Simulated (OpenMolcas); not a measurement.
## In II: from RASSCF to RASPT2

```
Program             : OpenMolcas
Basis               : ANO-RCC [10s9p8d5f3g]
Scalar Hamiltonian  : DKH2, point nucleus
Active space        : 2 electrons in 9 orbitals (RAS2 5s 5p; RAS3 5d, at most 2 electrons)
State averaging     : 2S+1 = 3 even, 3 roots; 2S+1 = 1 even, 6 roots; 2S+1 = 3 odd, 3 roots; 2S+1 = 1 odd, 3 roots
Spin-orbit coupling : RASSI with atomic mean-field integrals over the reference wave functions, term energies averaged over their components
```

Methods on the same reference wave functions:
A. RASSCF
B. SS-RASPT2, IPEA 0.25 Eh, imaginary shift 0.1 Eh (closed shells correlated: 4d)

Energies in cm-1 above 5s2 1S0, the measured ground level; measured values from NIST Handbook of Basic Atomic Spectroscopic Data.

```
      Level      A      B  Measured
    5s2 1S0    0.0    0.0       0.0
5s 5p 3P* 0  35746  42430     42276
5s 5p 3P* 1  36670  43340     43351
5s 5p 3P* 2  38684  45370     45830
5s 5p 1P* 1  61024  62170     63038
```

Deviations, from unrounded energies. A percentage is the sum of absolute deviations over the sum of measured energies, with the sign that they share, or ± where signs differ.

| Against measurement | Levels | A | B |
| --- | --- | --- | --- |
| mean absolute deviation (cm-1) | 4 | 5600 | 370 |
| other configurations (%) | 4 | -11.5 | ±0.8 |

B lies closest to measurement on these levels. The largest miss of B in the table is 5s 5p 1P* 1, by -870 cm-1. The ranking rests on the paired levels alone, and a cruder setting can come out closer through cancelling errors.

The lowest spin-free term lies below A's lowest term by 0.456 hartree in B.

The run also gave levels led by 5s 5d, which use shells meant for correlation; these and all levels above them are left out. Without dynamic correlation excited terms often stand tens of per cent too high (terms of higher spin than the ground term too low), and those without a measured partner can miss by more than the paired ones (holds for A). Measured partners are found by configuration, term and J. A level has none where our copy of the source lacks it or the pairing is in doubt (some pairs that miss far off the trend of their configuration count as doubtful), and it then counts in no deviation. Levels of configurations outside the active space are missing. Levels that lie high or do not pair safely by name in every column are left out.

* marks odd parity.
